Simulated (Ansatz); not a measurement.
Potential energy surface of H2Mg, singlet: symmetric bend, bond length relaxed. Scanned: H-Mg-H angle. Other coordinates (Mg-H bond length) were minimised at B3LYP/def2-TZVP.

The free coordinates were minimised at B3LYP/def2-TZVP in PySCF; the energy column is full CI/aug-cc-pVDZ, frozen core in Ansatz (a quantum-chemistry and plane-wave program), in eV.

```json
[
 {"a / °": "180", "Mg-H bond length / Å": "1.700", "E": "0.000"},
 {"a / °": "169.68", "Mg-H bond length / Å": "1.700", "E": "0.016"},
 {"a / °": "162.15", "Mg-H bond length / Å": "1.700", "E": "0.048"},
 {"a / °": "150.58", "Mg-H bond length / Å": "1.703", "E": "0.132"},
 {"a / °": "137.81", "Mg-H bond length / Å": "1.706", "E": "0.277"},
 {"a / °": "128.07", "Mg-H bond length / Å": "1.710", "E": "0.427"},
 {"a / °": "119.86", "Mg-H bond length / Å": "1.714", "E": "0.584"},
 {"a / °": "109.31", "Mg-H bond length / Å": "1.721", "E": "0.831"},
 {"a / °": "100.93", "Mg-H bond length / Å": "1.729", "E": "1.069"},
 {"a / °": "88.06", "Mg-H bond length / Å": "1.743", "E": "1.525"},
 {"a / °": "77.95", "Mg-H bond length / Å": "1.759", "E": "1.977"},
 {"a / °": "70.14", "Mg-H bond length / Å": "1.772", "E": "2.396"},
 {"a / °": "60", "Mg-H bond length / Å": "1.784", "E": "3.042"}
]
```
